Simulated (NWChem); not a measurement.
System: C₂H₃FN₂Si; SMILES F[SiH]1N=CC=N1

NWChem input:

```
start job
memory heap 200 mb stack 900 mb global 1100 mb
geometry units angstroms noautosym nocenter noautoz
  F     -0.577351     1.973846     0.000000
  Si     0.407909     0.708629     0.000000
  N      0.057865    -0.399897     1.352834
  C     -0.236915    -1.497916     0.768076
  C     -0.236915    -1.497916    -0.768076
  N      0.057865    -0.399897    -1.352834
  H      1.805079     1.184890     0.000000
  H     -0.476861    -2.412012     1.322445
  H     -0.476861    -2.412012    -1.322445
end
basis spherical
  F library 6-31g*
  Si library 6-31g*
  N library 6-31g*
  C library 6-31g*
  H library 6-31g*
end
dft
  xc hfexch
  iterations 150
  mulliken
end
task dft energy
esp
  recalculate
  probe 0.07
  range 0.3
  factor 1.0
  spacing 0.02
end
task esp
```

NWChem printed, in part:

```
             Northwest Computational Chemistry Package (NWChem) 7.3.0
             --------------------------------------------------------

                             Geometry "geometry" -> ""
                             -------------------------

 Output coordinates in angstroms (scale by  1.889725989 to convert to a.u.)

  No.       Tag          Charge          X              Y              Z
 ---- ---------------- ---------- -------------- -------------- --------------
    1 F                    9.0000    -0.57735100     1.97384600     0.00000000
    2 Si                  14.0000     0.40790900     0.70862900     0.00000000
    3 N                    7.0000     0.05786500    -0.39989700     1.35283400
    4 C                    6.0000    -0.23691500    -1.49791600     0.76807600
    5 C                    6.0000    -0.23691500    -1.49791600    -0.76807600
    6 N                    7.0000     0.05786500    -0.39989700    -1.35283400
    7 H                    1.0000     1.80507900     1.18489000     0.00000000
    8 H                    1.0000    -0.47686100    -2.41201200     1.32244500
    9 H                    1.0000    -0.47686100    -2.41201200    -1.32244500

 Effective nuclear repulsion energy (a.u.)     283.9336152984

  xc_inp: hfexch multiplicative factor not found.

                                 NWChem DFT Module
                                 -----------------

 Summary of "ao basis" -> "ao basis" (spherical)
 ------------------------------------------------------------------------------
       Tag                 Description            Shells   Functions and Types
 ---------------- ------------------------------  ------  ---------------------
 F                           6-31g*                  6       14   3s2p1d
 Si                          6-31g*                  8       18   4s3p1d
 N                           6-31g*                  6       14   3s2p1d
 C                           6-31g*                  6       14   3s2p1d
 H                           6-31g*                  2        2   2s

            General Information
            -------------------
          SCF calculation type: DFT
          Wavefunction type:  closed shell.
          No. of atoms     :     9
          No. of electrons :    52
           Alpha electrons :    26
            Beta electrons :    26
          Charge           :     0
          Spin multiplicity:     1
          Use of symmetry is: off; symmetry adaption is: off
          Maximum number of iterations: 150
          AO basis - number of functions:    94
                     number of shells:    44
          Convergence on energy requested:  1.00D-06
          Convergence on density requested:  1.00D-05
          Convergence on gradient requested:  5.00D-04

              XC Information
              --------------
                     Hartree-Fock (Exact) Exchange  1.000

      Superposition of Atomic Density Guess
      -------------------------------------

 Sum of atomic energies:        -573.59232195

      Non-variational initial energy
      ------------------------------

 Total energy =    -576.259781
 1-e energy   =   -1354.710085
 2-e energy   =     494.516689
 HOMO         =      -0.286871
 LUMO         =      -0.097428

     ---------------------------------------------
      Total Density - Mulliken Population Analysis
     ---------------------------------------------

    Atom       Charge   Shell Charges
 -----------   ------   -------------------------------------------------------
    1 F    9     9.60   2.00  0.95  3.47  1.00  2.18  0.01
    2 Si  14    12.65   2.00  2.00  5.97  0.85  1.21  0.18  0.20  0.24
    3 N    7     7.84   2.00  0.86  2.50  0.90  1.55  0.03
    4 C    6     5.69   2.00  0.73  1.65  0.53  0.73  0.06
    5 C    6     5.69   2.00  0.73  1.65  0.53  0.73  0.06
    6 N    7     7.84   2.00  0.86  2.50  0.90  1.55  0.03
    7 H    1     1.06   0.46  0.60
    8 H    1     0.81   0.47  0.34
    9 H    1     0.81   0.47  0.34

   convergence    iter        energy       DeltaE   RMS-Dens  Diis-err
 ---------------- ----- ----------------- --------- --------- ---------
 d= 0,ls=0.0,diis     1   -574.6606803836 -8.59D+02  9.57D-03  1.01D+00
 d= 0,ls=0.0,diis     2   -574.7432975896 -8.26D-02  4.49D-03  4.92D-01
 d= 0,ls=0.0,diis     3   -574.7937599473 -5.05D-02  1.38D-03  1.06D-02
 d= 0,ls=0.0,diis     4   -574.7960598190 -2.30D-03  4.76D-04  1.93D-03
 d= 0,ls=0.0,diis     5   -574.7963450969 -2.85D-04  2.40D-04  1.59D-04
  Resetting Diis
 d= 0,ls=0.0,diis     6   -574.7964000897 -5.50D-05  1.08D-04  3.40D-05
 d= 0,ls=0.0,diis     7   -574.7964106488 -1.06D-05  1.97D-05  2.91D-06
 d= 0,ls=0.0,diis     8   -574.7964112699 -6.21D-07  7.65D-06  6.07D-07

         Total DFT energy =     -574.796411269872
      One electron energy =    -1357.035646757201
           Coulomb energy =      553.511777982086
    Exchange-Corr. energy =      -55.206157793128
 Nuclear repulsion energy =      283.933615298372

 Numeric. integr. density =        0.000000000000

                       DFT Final Molecular Orbital Analysis
                       ------------------------------------

 Vector   24  Occ=2.000000D+00  E=-4.437598D-01
              MO Center=  2.2D-02, -4.9D-01,  1.2D-12, r^2= 3.1D+00
   Bfn.  Coefficient  Atom+Function         Bfn.  Coefficient  Atom+Function
  ----- ------------  ---------------      ----- ------------  ---------------
    37      0.387919  3 N  pz                79      0.387919  6 N  pz
    41      0.288635  3 N  pz                83      0.288635  6 N  pz
    23     -0.213117  2 Si pz                52     -0.120324  4 C  s
    66      0.120324  5 C  s                 55      0.103439  4 C  pz
    69      0.103439  5 C  pz                19      0.086185  2 Si pz

 Vector   25  Occ=2.000000D+00  E=-4.309962D-01
              MO Center= -2.1D-02, -7.2D-01,  7.9D-14, r^2= 2.6D+00
   Bfn.  Coefficient  Atom+Function         Bfn.  Coefficient  Atom+Function
  ----- ------------  ---------------      ----- ------------  ---------------
    35      0.309960  3 N  px                77     -0.309960  6 N  px
    39      0.257224  3 N  px                81     -0.257224  6 N  px
    49      0.218631  4 C  px                63     -0.218631  5 C  px
    53      0.172404  4 C  px                67     -0.172404  5 C  px
    36     -0.110533  3 N  py                78      0.110533  6 N  py

 Vector   26  Occ=2.000000D+00  E=-4.272727D-01
              MO Center=  5.5D-03, -7.4D-01, -1.4D-12, r^2= 3.4D+00
   Bfn.  Coefficient  Atom+Function         Bfn.  Coefficient  Atom+Function
  ----- ------------  ---------------      ----- ------------  ---------------
    37      0.303076  3 N  pz                79     -0.303076  6 N  pz
    41      0.248844  3 N  pz                83     -0.248844  6 N  pz
    51     -0.239277  4 C  pz                65      0.239277  5 C  pz
    22      0.218772  2 Si py                20     -0.190677  2 Si s
    92     -0.158754  8 H  s                 94     -0.158754  9 H  s

 Vector   27  Occ=0.000000D+00  E= 5.117509D-02
              MO Center= -4.5D-02, -7.8D-01, -1.8D-14, r^2= 3.2D+00
   Bfn.  Coefficient  Atom+Function         Bfn.  Coefficient  Atom+Function
  ----- ------------  ---------------      ----- ------------  ---------------
    53      0.363618  4 C  px                67      0.363618  5 C  px
    39     -0.319081  3 N  px                81     -0.319081  6 N  px
    25     -0.246879  2 Si px                49      0.243134  4 C  px
    63      0.243134  5 C  px                35     -0.237427  3 N  px
    77     -0.237427  6 N  px                90      0.218266  7 H  s

[...]

                     NWChem Electrostatic Potential Fit Module
                     -----------------------------------------

 Atom parameters

 Number of atoms is                                    9
 Number of basis functions is                         94

 Grid parameters

 Maximum number of grid points is                  38354
 Number of grid points is                          38353
 Grid range                                     0.300000 nm
 Grid spacing                                   0.020000 nm
 Probe radius                                   0.070000 nm
 Atom radius factor                             1.000000

 Atomic radii

    1    0.100000
    6    0.147000
    7    0.140000
    9    0.128000
   14    0.187000
 FASTESP  F
  using M.O. file = ./job.movecs

    Atom              Coordinates                           Charge

                                                  ESP

    1 F    -0.057735    0.197385    0.000000   -0.395920
    2 Si    0.040791    0.070863    0.000000    1.352739
    3 N     0.005787   -0.039990    0.135283   -0.702379
    4 C    -0.023692   -0.149792    0.076808    0.287764
    5 C    -0.023692   -0.149792   -0.076808    0.280780
    6 N     0.005787   -0.039990   -0.135283   -0.700735
    7 H     0.180508    0.118489    0.000000   -0.217940
    8 H    -0.047686   -0.241201    0.132245    0.046589
    9 H    -0.047686   -0.241201   -0.132245    0.049103
                                            ------------
                                                0.000000

 Dipole moment                                  1.162929

 Quadrupole moment Qxx                          1.098195
                   Qyy                         13.431159
                   Qzz                        -14.529354

 RMS deviation kJ/mol                           0.069586

 RRMS %                                        23.393728
```

Level: Hartree-Fock/6-31G* (spherical d). Geometry: optimised at B3LYP/6-31G* (spherical d).
